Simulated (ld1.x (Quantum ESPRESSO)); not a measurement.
Reading a pseudo-wave (Ni (Z = 28))

Columns: radius, all-electron u(r) and pseudo u(r) of the 4s shell (level -5.66 eV) of nickel in the configuration [Ar] 3d8 4s2 4p0; PBEsol, scalar-relativistic, PAW scheme, ld1.x (Quantum ESPRESSO) 7.5.

```json
{"r (bohr)": "0.132", "all-electron": "-0.1475", "pseudo": "-0.0362"}
{"r (bohr)": "0.265", "all-electron": "-0.0515", "pseudo": "-0.0738"}
{"r (bohr)": "0.398", "all-electron": "0.1783", "pseudo": "-0.1133"}
{"r (bohr)": "0.530", "all-electron": "0.2748", "pseudo": "-0.1552"}
{"r (bohr)": "0.663", "all-electron": "0.2387", "pseudo": "-0.2004"}
{"r (bohr)": "0.795", "all-electron": "0.1286", "pseudo": "-0.2482"}
{"r (bohr)": "0.928", "all-electron": "-0.0099", "pseudo": "-0.2988"}
{"r (bohr)": "1.060", "all-electron": "-0.1472", "pseudo": "-0.3505"}
{"r (bohr)": "1.193", "all-electron": "-0.2718", "pseudo": "-0.4029"}
{"r (bohr)": "1.325", "all-electron": "-0.3764", "pseudo": "-0.4537"}
{"r (bohr)": "1.458", "all-electron": "-0.4615", "pseudo": "-0.5019"}
{"r (bohr)": "1.590", "all-electron": "-0.5271", "pseudo": "-0.5451"}
{"r (bohr)": "1.723", "all-electron": "-0.5763", "pseudo": "-0.5823"}
{"r (bohr)": "1.855", "all-electron": "-0.6104", "pseudo": "-0.6116"}
{"r (bohr)": "1.988", "all-electron": "-0.6323", "pseudo": "-0.6323"}
{"r (bohr)": "2.120", "all-electron": "-0.6437", "pseudo": "-0.6437"}
{"r (bohr)": "2.252", "all-electron": "-0.6465", "pseudo": "-0.6465"}
{"r (bohr)": "2.385", "all-electron": "-0.6423", "pseudo": "-0.6423"}
{"r (bohr)": "2.518", "all-electron": "-0.6324", "pseudo": "-0.6324"}
{"r (bohr)": "2.650", "all-electron": "-0.6180", "pseudo": "-0.6180"}
{"r (bohr)": "2.782", "all-electron": "-0.6001", "pseudo": "-0.6001"}
{"r (bohr)": "2.915", "all-electron": "-0.5794", "pseudo": "-0.5794"}
{"r (bohr)": "3.048", "all-electron": "-0.5567", "pseudo": "-0.5567"}
{"r (bohr)": "3.180", "all-electron": "-0.5329", "pseudo": "-0.5329"}
{"r (bohr)": "3.312", "all-electron": "-0.5082", "pseudo": "-0.5082"}
{"r (bohr)": "3.445", "all-electron": "-0.4828", "pseudo": "-0.4828"}
```

(1) How many radial nodes do the two functions have?

(2) At about which radius was the pseudo-wave matched?

(3) Where does each function peak?

(4) Is the pseudo-wave norm-conserving?

Results:

(1) The all-electron 4s function has n − l − 1 = 3 (the table is too coarse to show those close to the nucleus); the pseudo-wave has 0, since the states of the same l below it are removed with the core.

(2) 2.05 bohr, where the columns begin to agree (steps of 0.13 bohr).

(3) Outermost all-electron maximum near 2.25 bohr, pseudo maximum near 2.25 bohr (to the table’s step).

(4) No, it belongs to a PAW set: the norm inside the radius is not constrained, and the difference is carried by the augmentation charge.
